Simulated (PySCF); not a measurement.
H7NO2Si2. Atoms are numbered in the order given.

```xyz
12

N     -2.1477     0.7061     0.5750
Si    -0.9575    -0.0878    -0.3681
O     -0.6331    -1.5841     0.2783
O      0.5323     0.6317    -0.3904
Si     2.0819     0.2404     0.0651
H     -1.9830     0.9145     1.5541
H     -2.7269     1.4179     0.1445
H     -1.4817    -0.1233    -1.7563
H     -1.3960    -2.0920     0.5677
H      2.1563    -0.0266     1.5334
H      2.5768    -0.9576    -0.6754
H      2.9534     1.4071    -0.2559
```

The structure is a stationary point at PBE0-D3(BJ)/def2-SVP. The structure was generated by enumeration; whether it is a known compound was not checked. Other conformers were not sampled.

Computed with PBE0/pcSseg-1 in PySCF.

GIAO shieldings, no solvent; atoms listed in one row are averaged. δ = σ(ref) − σ: ¹⁵N against NH3 (σ = 267.4 ppm); ²⁹Si against TMS (σ = 352.7 ppm); ¹⁷O against H2O (σ = 334.2 ppm); ¹H against TMS (σ = 31.56 ppm), references at their B3LYP-D3(BJ)/def2-TZVP geometries, non-relativistic.

Computed chemical shifts:
| nucleus | atoms | count | δ (ppm) |
|---|---|---|---|
| ¹⁵N | N1 | 1 | 39.1 |
| ²⁹Si | Si5 | 1 | -39.5 |
| ²⁹Si | Si2 | 1 | -42.9 |
| ¹⁷O | O3 | 1 | 54.0 |
| ¹⁷O | O4 | 1 | 47.6 |
| ¹H | H10, H11, H12 | 3 | 5.28 |
| ¹H | H8 | 1 | 4.79 |
| ¹H | H9 | 1 | 1.60 |
| ¹H | H7 | 1 | 1.26 |
| ¹H | H6 | 1 | 1.11 |
